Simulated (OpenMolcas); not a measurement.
# neutral platinum: from CASSCF to CASPT2

```json
{
  "Program": "OpenMolcas",
  "Basis": "ANO-RCC-VTZP [8s7p5d3f1g]",
  "Scalar Hamiltonian": "DKH2, point nucleus",
  "Active space": "10 electrons in 11 orbitals (5d 6s 6d)",
  "State averaging": "2S+1 = 3 even, 15 roots; 2S+1 = 1 even, 11 roots kept (CI in the orbitals of an earlier block)",
  "Spin-orbit coupling": "state interaction with AMFI integrals over the reference wave functions, term energies averaged over their components"
}
```

Methods on the same reference wave functions:
A. CASSCF
B. SS-CASPT2, IPEA 0.25 Eh, imaginary shift 0.1 Eh (closed shells correlated: 5s 5p)
C. MS-CASPT2, IPEA 0.25 Eh, imaginary shift 0.1 Eh (closed shells correlated: 5s 5p)

Energies in cm-1 above 5d9 6s 3D3, the measured ground level; measured values from NIST Handbook of Basic Atomic Spectroscopic Data.

```tsv
Level	A	B	C	Measured
5d9 6s 3D3	0.0	0.0	0.0	0.0
5d8 6s2 3F4	4186	970	970	824
5d10 1S0	8405	7490	7490	6140
5d9 6s 3D1	10330	10330	10330	10132
5d8 6s2 3F3	12823	9610	9610	10117
```

Deviations, from unrounded energies. A percentage is the sum of absolute deviations over the sum of measured energies, with the sign that they share, or ± where signs differ.

```json
{"Against measurement": "mean absolute deviation (cm-1)", "Levels": "4", "A": "2100", "B": "550", "C": "550"}
{"Against measurement": "fine structure of the ground term (%)", "Levels": "1", "A": "+2.0", "B": "+2.0", "C": "+2.0"}
{"Against measurement": "other configurations (%)", "Levels": "3", "A": "+48.8", "B": "±11.7", "C": "±11.7"}
```

B, C lie about equally close to measurement and A furthest from it. The largest miss of C in the table is 5d10 1S0, by +1300 cm-1. The ranking rests on the paired levels alone, and a cruder setting can come out closer through cancelling errors.

Between B and C no level of the table moves by more than 5 cm-1.

The two smallest mean deviations differ by little beside CASPT2's spread within terms, so their order carries little weight.

The lowest spin-free term lies below A's lowest term by 0.492 hartree in B, 0.492 hartree in C.

CASPT2 breaks the degeneracy within a term, and the mean is taken; among the terms shown or strongly mixed into the levels shown the widest spread is 980 cm-1 (5d8 6s2 3F, C). Terms from blocks run as CI alone lack orbitals of their own. Active for correlation alone: 6d; no level in the range computed is led by a configuration that fills it, so any true level of that kind is missing. Without dynamic correlation excited terms often stand tens of per cent too high (terms of higher spin than the ground term too low), and those without a measured partner can miss by more than the paired ones (holds for A). The CASPT2 spread within a term exceeds the gap to the next term for 5d8 6s2 3F and 5d10 1S, so the order of their levels is uncertain (holds for C). Measured partners are found by configuration, term and J. A level has none where our copy of the source lacks it or the pairing is in doubt (some pairs that miss far off the trend of their configuration count as doubtful), and it then counts in no deviation. Only configurations of the active space appear. Levels that lie high or do not pair safely by name in every column are left out.
